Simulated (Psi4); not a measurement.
H$_{4}$AlO$_{4}$ (SMILES [OH][Al-]([OH])([OH])[OH]), charge -1, singlet, geometry from GFN2-xTB (such geometries of metal compounds can be far from the true shape) (a gas-phase anion, which may not be bound at this level); CCSD/def2-SVP (Psi4).

Input for Psi4:
```
memory 2 GB

molecule mol {
-1 1
Al   -0.000000   -0.000000    0.000000
O     1.593138   -0.424139   -0.584714
H     1.748734   -0.424338   -1.518959
O     0.132413    0.263587    1.724199
H     0.861441    0.772191    2.051100
O    -0.524221    1.408371   -0.895298
H    -1.433353    1.668321   -0.841175
O    -1.201331   -1.247819   -0.244187
H    -1.176823   -2.016174    0.309034
}

set {
  basis def2-svp
  reference rhf
  freeze_core true
}

energy('ccsd')
print_variables()
```

Q: Write the output that Psi4 gives for this input, abridged.

A: 
```
   => Loading Basis Set <=

    Name: DEF2-SVP
    Role: ORBITAL
    Keyword: BASIS

         ---------------------------------------------------------
                                   SCF
               by Justin Turney, Rob Parrish, Andy Simmonett
                          and Daniel G. A. Smith
                              RHF Reference
         ---------------------------------------------------------

  ==> Geometry <==

    Molecular point group: c1
    Full point group: C1

    Geometry (in Angstrom), charge = -1, multiplicity = 1:

       Center              X                  Y                   Z               Mass
    ------------   -----------------  -----------------  -----------------  -----------------
         AL           0.000000178990    -0.000000000000     0.000000000000    26.981538530000
         O            1.593138178990    -0.424139000000    -0.584714000000    15.994914619570
         H            1.748734178990    -0.424338000000    -1.518959000000     1.007825032230
         O            0.132413178990     0.263587000000     1.724199000000    15.994914619570
         H            0.861441178990     0.772191000000     2.051100000000     1.007825032230
         O           -0.524220821010     1.408371000000    -0.895298000000    15.994914619570
         H           -1.433352821010     1.668321000000    -0.841175000000     1.007825032230
         O           -1.201330821010    -1.247819000000    -0.244187000000    15.994914619570
         H           -1.176822821010    -2.016174000000     0.309034000000     1.007825032230

  Running in c1 symmetry.

  Rotational constants: A =      0.11868  B =      0.11868  C =      0.11079 [cm^-1]
  Rotational constants: A =   3557.87327  B =   3557.87251  C =   3321.38752 [MHz]
  Nuclear repulsion =  242.780070756864205

  Charge       = -1
  Multiplicity = 1
  Electrons    = 50
  Nalpha       = 25
  Nbeta        = 25

  ==> Algorithm <==

  SCF Algorithm Type is PK.
  DIIS enabled.
  MOM disabled.
  Fractional occupation disabled.
  Guess Type is SAD.
  Energy threshold   = 1.00e-08
  Density threshold  = 1.00e-08
  Integral threshold = 1.00e-12

  ==> Primary Basis <==

  Basis Set: DEF2-SVP
    Blend: DEF2-SVP
    Number of shells: 44
    Number of basis functions: 94
    Number of Cartesian functions: 99
    Spherical Harmonics?: true
    Max angular momentum: 2

  ==> Integral Setup <==

  Using in-core PK algorithm.
   Calculation information:
      Number of atoms:                   9
[...]
  @RHF Final Energy:  -543.62733150887163
    Total Energy =                       -543.6273315088717482
[...]
    10        -0.846263402084780    2.967e-06    0.010658    0.030981    0.030981    0.123027
    11        -0.846263373088074    1.134e-06    0.010658    0.030981    0.030981    0.123027
    12        -0.846263328733846    5.361e-07    0.010658    0.030980    0.030980    0.123027
    13        -0.846263322129394    2.001e-07    0.010658    0.030980    0.030980    0.123027
    14        -0.846263322986971    6.274e-08    0.010658    0.030980    0.030980    0.123027

    Iterations converged.

    Largest TIA Amplitudes:
              8   6         0.0165589812
             10   4         0.0150800511
             11   5        -0.0150800461
             13   1        -0.0146921928
             13   6        -0.0132474326
              8   1         0.0130249358
              4   8         0.0110649900
              9   8         0.0110450762
              8  11         0.0102140895
              0   0         0.0091288886

    Largest TIjAb Amplitudes:
      6   6  14  14        -0.0179099080
      5   5  15  15        -0.0179099047
      4   4   8   8        -0.0122206405
      6   6   2   2        -0.0108498802
      5   5   3   3        -0.0108498663
     12  12  22  22        -0.0101649291
      7   7  14  14        -0.0099159408
      7   7  15  15        -0.0099159079
     14  14  22  22        -0.0097991421
     15  15  22  22        -0.0097989663

    SCF energy       (wfn)                    = -543.627331508871634
    Reference energy (file100)                = -543.627331508867655

    Opposite-spin MP2 correlation energy      =   -0.604867052105062
    Same-spin MP2 correlation energy          =   -0.218705810255330
    Singles MP2 correlation energy            =   -0.000000000000000
    MP2 correlation energy                    =   -0.823572862360392
      * MP2 total energy                      = -544.450904371228035

    Opposite-spin CCSD correlation energy     =   -0.653718816410623
    Same-spin CCSD correlation energy         =   -0.192544506576349
    Singles CCSD correlation energy           =    0.000000000000000
    CCSD correlation energy                   =   -0.846263322986971
      * CCSD total energy                     = -544.473594831854598

  Variable Map:
  ----------------------------------------------------------------------------
[...]
  Array Variable Map:
  ----------------------------------------------------------------------------
[...]
[...]
```
